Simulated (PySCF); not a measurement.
PySCF 2.14 output of a UHF calculation on a single atom or ion in aug-cc-pwCVDZ-PP with ECP10MDF (6s5p4d1f, 48 functions), with a scalar-relativistic core potential:

```
SCF conv_tol = 1e-09
number electrons alpha = 13  beta = 10
cycle= 1 E= -330.96149429486  delta_E= -0.00331  |g|= 0.02  |ddm|= 0.108
cycle= 2 E= -330.961877251401  delta_E= -0.000383  |g|= 0.00704  |ddm|= 0.0357
cycle= 3 E= -330.96193881091  delta_E= -6.16e-05  |g|= 0.000693  |ddm|= 0.0237
cycle= 4 E= -330.961940694801  delta_E= -1.88e-06  |g|= 0.000355  |ddm|= 0.00556
cycle= 5 E= -330.961941111594  delta_E= -4.17e-07  |g|= 0.000159  |ddm|= 0.00257
cycle= 6 E= -330.961941262943  delta_E= -1.51e-07  |g|= 2.37e-05  |ddm|= 0.00231
cycle= 7 E= -330.96194126592  delta_E= -2.98e-09  |g|= 4.19e-06  |ddm|= 0.000323
cycle= 8 E= -330.961941265974  delta_E= -5.37e-11  |g|= 4.15e-07  |ddm|= 5.46e-05
converged SCF energy = -330.961941265974  <S^2> = 3.7585689  2S+1 = 4.0042821
```

The run itself started from symmetry-adapted Hartree-Fock orbitals and held the occupation by maximum overlap, so the iterations belong to that start.

Problem. Which element, charge and spin multiplicity is this?

Solution. As (arsenic, neutral), multiplicity 4; the state was [Ar] 3d10 4s2 4p2 5s1, high-spin 4P determinant (an excited configuration).

Energies and moments cover only the electrons outside the core potential. The outer electron is Rydberg-like, and this basis confines it to a smaller radius and binds it less than a complete one would.
